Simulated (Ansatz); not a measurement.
Basis-set series for C3H9B (`BC(C)C`). Total charge 0; spin multiplicity 1. Geometry: relaxed with PBE0-D4/def2-TZVP.

| functional | basis | functions | energy (Eh) | HOMO (eV) | LUMO (eV) |
| --- | --- | --- | --- | --- | --- |
| PBE0-D4 | def2-SVP | 101 | -144.27117 | -8.31 | -1.06 |
| PBE0-D4 | def2-QZVPP | 498 | -144.43591 | -8.35 | -1.22 |
| ωB97M-V | def2-SVP | 101 | -144.34705 | -10.61 | 0.97 |
| ωB97M-V | def2-QZVPP | 498 | -144.52369 | -10.65 | 0.55 |

Q: Give the rows for def2-TZVPP. (Estimate.)

A: Ansatz gave: 
```tsv
functional	basis	functions	energy (Eh)	HOMO (eV)	LUMO (eV)
PBE0-D4	def2-TZVPP	250	-144.42717	-8.34	-1.19
ωB97M-V	def2-TZVPP	250	-144.51512	-10.65	0.67
```

Positive LUMOs are unbound and depend on the basis.
